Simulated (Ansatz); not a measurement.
Isolated molecules relaxed with PBE0-D4/def2-TZVP in Ansatz; ΔE leaves out vibrations. CCSD(T)/CBS is the MP2 limit (def2-TZVPP, def2-QZVPP) plus CCSD(T) − MP2 in def2-TZVPP, frozen cores. DFT in def2-TZVPP. def2 core potentials past Kr. For Sn outer-core shells are correlated without core-valence functions, which leaves a few kJ/mol of doubt a bond. One conformer a species, not always the lowest.

`OC(O)=[CH][SnH3]` + `COC(C)=N` → `CO[C](=N)[SnH3]` + `CC=C(O)O`  (formal exchange of groups at the Sn–C bond)

```json
{"level": "ωB97X-V", "ΔE (kJ/mol)": "57.1"}
{"level": "HF/def2-QZVPP", "ΔE (kJ/mol)": "64.2"}
{"level": "HF/CBS(def2)", "ΔE (kJ/mol)": "64.2"}
{"level": "MP2/CBS(def2)", "ΔE (kJ/mol)": "61.4"}
```

**Question.** What does CCSD(T)/CBS give? (Best estimate.)

**Answer.** Ansatz gave: +57.6 kJ/mol. The listed levels differ from it by -0.5, 6.6, 6.6, 3.8 kJ/mol.

Largest T1 diagnostic among the species: 0.014.

From PBE to PBE0 (25 % exact exchange), in def2-TZVPP and without D4, ΔE moves by +6.9 kJ/mol. In def2-TZVPP, CCSD(T) changes the Hartree–Fock value by −8.0 kJ/mol (the triples alone add −1.0 kJ/mol) and MP2 by −4.2 kJ/mol.
